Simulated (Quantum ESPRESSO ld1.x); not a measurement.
One sound ld1.x (Quantum ESPRESSO 7.5) input for the chromium ion Cr2+ gives E = -1047.642 hartree in 42 iterations:

```
 &input
    zed=24.0,
    iswitch=1,
    rel=2,
    dft='PW',
    config='[Ar] 3d4',
    verbosity='high',
    lsmall=.true.,
    prefix='ld1',
    max_out_wfc=37,
    file_charge='ld1.rho',
 /
```

Changed or added lines, one case at a time, and what came of them:

- dft='B3LPY': silently wrong. The misspelt name is read as B3LYP (index line 7 12 9 7), and as for B3LYP no exact exchange is computed, so the numbers are not those of the hybrid.
- dft='M06L': refused. The program stops in ld1_setup with "meta-GGA not implemented for fully-relativistic case": ld1.x has meta-GGAs only for rel = 0 or 1.
- rmax=5000.0: harmless. The energy moves by less than 1e-5 hartree against the default mesh (-1047.642 hartree).
- beta=0.001: not converged. So little new potential is mixed in that the limit of 200 iterations comes first; the energy is off by -0.07639 hartree.
- config='[Yb] 3d4': refused. The program stops in el_config with "wrong core: Yb": the cores known are He, Ne, Ar, Kr, Xe, Hg and Rn.
- dft='HF': refused. The program stops in ld1_setup with "HF not implemented yet": ld1.x has no Hartree-Fock; KLI and OEP are its exact-exchange options.
- xmin=-20.0: usable despite the warning. The mesh starts very near the nucleus, where rounding noise keeps the residual above the threshold; the energy differs from the sound run by less than 1e-5 hartree.
